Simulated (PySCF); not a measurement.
# What a mistake does to a calculation on CGeH5NSi

Calculated results; nothing here was measured. They come from PySCF 2.14.0, an open-source quantum chemistry program, on an isolated molecule that a program drew, which may never have been made. The molecule is CGeH5NSi (charge 0, singlet), drawn as the SMILES string `N=[SiH][CH2][GeH]`.

Each row is a Hartree-Fock (HF) and frozen-core CCSD(T) single point in the cc-pV(D+d)Z basis, meant for a local HF minimum. Run 1 is clean. Each other run has one planted mistake out of seven kinds, and not every kind appears here: one electron removed, one electron added, multiplicity raised by two, geometry at a saddle point, minimal basis STO-3G, one bond length entered in bohr, all coordinates scaled. The reference is restricted for singlets and unrestricted otherwise, and also for a bond in bohr. Adding or removing an electron swaps singlet and doublet. Electrons count all cores. HOMO and LUMO are orbital energies over both spins, the gradient is its largest component, and the lowest frequency (negative if imaginary) is given only where the gradient is small. Bond lengths are over the 8 bonds as drawn. T1 is the CCSD diagnostic: over 0.02 (restricted) or 0.045 (unrestricted) a single reference is doubtful. Germanium has the cc-pVDZ-PP basis, with a core potential (ECP10MDF) in place of its 10 inner electrons, and its 3s, 3p and 3d shells are frozen in CCSD(T).

Geometry of the clean run:
```xyz
9
CGeH5NSi, angstrom
N    -0.1627    1.1778    1.4620
Si    1.1838    1.2735    0.6536
C     1.6847    0.5365   -0.9749
Ge    2.5751   -1.2716   -0.8109
H    -0.9907    0.7126    1.1392
H     2.3019    1.9988    1.2743
H     2.4627    1.1881   -1.3991
H     0.8513    0.4677   -1.6760
H     3.6337   -0.7918    0.2743
```

| run | electrons | basis functions | <S^2> | HOMO (eV) | LUMO (eV) | gradient (hartree/bohr) | lowest frequency (cm^-1) | mean bond (Å) | longest bond (Å) | T1 | HF (hartree) | CCSD(T) (hartree) | mistake |
|---|---|---|---|---|---|---|---|---|---|---|---|---|---|
| 1 | 64 | 99 | 0.000 | -9.06 | 0.11 | 3.0e-05 | 49 | 1.4633 | 2.022 | 0.0179 | -677.48038 | -678.03159 | no fault |
| 2 | 64 | 99 | 1.013 | -8.70 | 0.05 | 5.3e-02 | - | 1.5749 | 2.022 | 0.0647 | -677.35131 | -677.88913 | one bond length entered in bohr |
| 3 | 64 | 99 | 0.000 | -9.04 | 0.04 | 2.2e-02 | - | 1.5014 | 2.075 | 0.0189 | -677.47473 | -678.03209 | all coordinates scaled |
| 4 | 65 | 99 | 0.764 | -1.39 | 6.87 | 3.5e-02 | - | 1.4633 | 2.022 | 0.0178 | -677.50311 | -678.06021 | one electron added |
| 5 | 63 | 99 | 0.945 | -13.58 | -5.67 | 9.9e-02 | - | 1.4633 | 2.022 | 0.0628 | -677.20659 | -677.71499 | one electron removed |
| 6 | 64 | 99 | 2.039 | -8.02 | -0.70 | 3.0e-02 | - | 1.4633 | 2.022 | 0.0230 | -677.44057 | -677.97476 | ? |

**Which mistake was planted in run 6, and what did it cost?**

Electrons, basis and geometry are unchanged, and <S^2> is 2.039, beside S(S+1) = 2.00 for a multiplicity of 3. So the mistake is: multiplicity raised by two. Subtracting run 1 and multiplying by 627.51 kcal/mol a hartree, the energy moved by 25.0 kcal/mol in HF and 35.7 kcal/mol in CCSD(T).

Cautions from the logs. Run 2: T1 is over the limit, so its CCSD(T) energy is less reliable; run 5: T1 is over the limit, so its CCSD(T) energy is less reliable.
